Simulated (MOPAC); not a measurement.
MOPAC input (PM3):

```
PM3 1SCF CHARGE=-1 GEO-OK AUX(PRECISION=9) THREADS=1
H3BClN2

N     1.02382400 1   -1.28759200 1    0.77656700 1
B     0.01418100 1   -0.53367000 1    0.31036600 1
N    -1.42828000 1   -0.76422500 1    0.41480200 1
Cl    0.26503500 1    1.13851400 1   -0.70575300 1
H     1.95035500 1   -0.96102000 1    0.53217300 1
H    -1.67519700 1   -1.41322000 1    1.14831200 1
H    -2.02046900 1    0.05056900 1    0.42589700 1
```

From the output:

```
                                                       MOPAC v23.2.5 Linux

          FINAL HEAT OF FORMATION =        -82.11006 KCAL/MOL =    -343.54849 KJ/MOL

          COSMO AREA              =        104.95 SQUARE ANGSTROMS
          COSMO VOLUME            =         88.72 CUBIC ANGSTROMS

          IONIZATION POTENTIAL    =          3.479015 EV
          HOMO LUMO ENERGIES (EV) =         -3.479  7.529
          NO. OF FILLED LEVELS    =         12
          MOLECULAR WEIGHT        =         77.3001         POINT GROUP:  C1

          MOLECULAR DIMENSIONS (Angstroms)

            Atom       Atom       Distance
            H     7    H     5     4.09903
            H     6   Cl     4     3.50275
            N     3    H     5     0.37267

          SCF CALCULATIONS        =          1

   ATOM   CHEMICAL          X               Y               Z
  NUMBER   SYMBOL      (ANGSTROMS)     (ANGSTROMS)     (ANGSTROMS)

     1       N          1.02382400  *  -1.28759200  *   0.77656700  *
     2       B          0.01418100  *  -0.53367000  *   0.31036600  *
     3       N         -1.42828000  *  -0.76422500  *   0.41480200  *
     4      Cl          0.26503500  *   1.13851400  *  -0.70575300  *
     5       H          1.95035500  *  -0.96102000  *   0.53217300  *
     6       H         -1.67519700  *  -1.41322000  *   1.14831200  *
     7       H         -2.02046900  *   0.05056900  *   0.42589700  *

                             CARTESIAN COORDINATES

   1    N        1.023824000    -1.287592000     0.776567000
   2    B        0.014181000    -0.533670000     0.310366000
   3    N       -1.428280000    -0.764225000     0.414802000
   4   Cl        0.265035000     1.138514000    -0.705753000
   5    H        1.950355000    -0.961020000     0.532173000
   6    H       -1.675197000    -1.413220000     1.148312000
   7    H       -2.020469000     0.050569000     0.425897000

           Empirical Formula: H3 N2 B Cl  =     7 atoms

      MOLECULAR POINT GROUP   :   C1

                  EIGENVALUES
 -49.45366 -24.74068 -21.66132 -11.77811 -11.15669  -8.51276  -7.58129  -7.08169
  -5.14600  -4.91229  -4.03804  -3.47901   7.52906   7.98824   8.32770   9.98748
  10.37708  11.02313  12.24579

              NET ATOMIC CHARGES AND DIPOLE CONTRIBUTIONS

  ATOM NO.   TYPE          CHARGE      No. of ELECS.   s-Pop       p-Pop
    1          N          -0.331355        5.3314     1.56766     3.76369
    2          B          -0.242785        3.2428     1.04156     2.20123
    3          N           0.020836        4.9792     1.33868     3.64048
    4         Cl          -0.516740        7.5167     1.97080     5.54595
    5          H           0.058819        0.9412     0.94118
    6          H           0.001549        0.9985     0.99845
    7          H           0.009677        0.9903     0.99032
 DIPOLE           X         Y         Z       TOTAL
 POINT-CHG.    -1.870    -0.292     0.197     1.903
 HYBRID         0.198     1.481     0.192     1.506
 SUM           -1.672     1.189     0.388     2.088

          ATOMIC ORBITAL ELECTRON POPULATIONS

     Atom    s        px        py        pz
    1  N   1.56766   1.03047   1.37369   1.35953
    2  B   1.04156   0.84414   0.63170   0.72539
    3  N   1.33868   1.08842   1.11231   1.43976
    4 Cl   1.97080   1.97896   1.69246   1.87453
    5  H   0.94118
    6  H   0.99845
    7  H   0.99032

 **********************
 *                    *
 * JOB ENDED NORMALLY *
 *                    *
 **********************

 == MOPAC DONE ==
```

The dipole moment of an ion depends on the origin.

The geometry given is a B3LYP-D3(BJ)/def2-TZVP minimum.
